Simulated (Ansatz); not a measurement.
Saddle search on AlN2H9O, singlet by partitioned rational-function steps on PBE0-D4/def2-TZVP gradients (Ansatz 0.2.0), from this start:

```xyz
13
angstrom
Al -1.2317 0.2043 -0.9991
O 0.4119 -0.7078 -1.2476
H -1.3445 1.2866 -2.1787
H -2.3413 -0.9587 -0.8853
H 0.6825 0.2031 1.1153
N -0.8585 0.9673 0.6848
H 1.0591 -0.7242 -0.3036
N 1.5230 -0.4297 0.9274
H 0.4653 -1.4993 -1.7907
H -0.7647 1.9825 0.6871
H -1.5524 0.7504 1.3997
H 1.5629 -1.1794 1.6155
H 2.3883 0.1051 0.9754
```

```
step  energy less the last (meV)  largest force (eV/Å)  curvature followed (eV/Å²)
   1                         8.4                 0.267                       -0.75
   2                         6.4                 0.288                       -0.65
   3                         6.9                 0.111                       -1.07
   4                         4.5                 0.074                       -1.24
   5                         3.5                 0.062                       -1.44
   6                         2.7                 0.075                       -1.42
   7                         2.2                 0.033                       -1.45
   8                         1.9                 0.208                       -1.49
   9                         1.5                 0.190                       -1.81
  10                         1.2                 0.189                       -2.06
  11                         0.6                 0.088                       -2.26
  12                         0.4                 0.076                       -2.41
  13                         0.2                 0.044                       -2.45
  14                         0.2                 0.058                       -2.44
  15                         0.1                 0.074                       -2.53
  16                         0.1                 0.068                       -3.07
  17                         0.0                 0.043                       -3.68
  18                         0.0                 0.011                       -3.59
```

The search ended at:

```xyz
13
angstrom
Al -1.1868 0.2239 -1.0178
O 0.3738 -0.7891 -1.2187
H -1.1522 1.3844 -2.1218
H -2.3702 -0.8652 -1.0526
H 0.7026 0.2512 1.1056
N -0.8843 0.9245 0.7060
H 1.0786 -0.7356 -0.2263
N 1.5418 -0.3718 0.8907
H 0.2945 -1.6466 -1.6384
H -0.8848 1.9373 0.7433
H -1.5533 0.6181 1.4032
H 1.6439 -1.0990 1.5870
H 2.3964 0.1680 0.8399
```
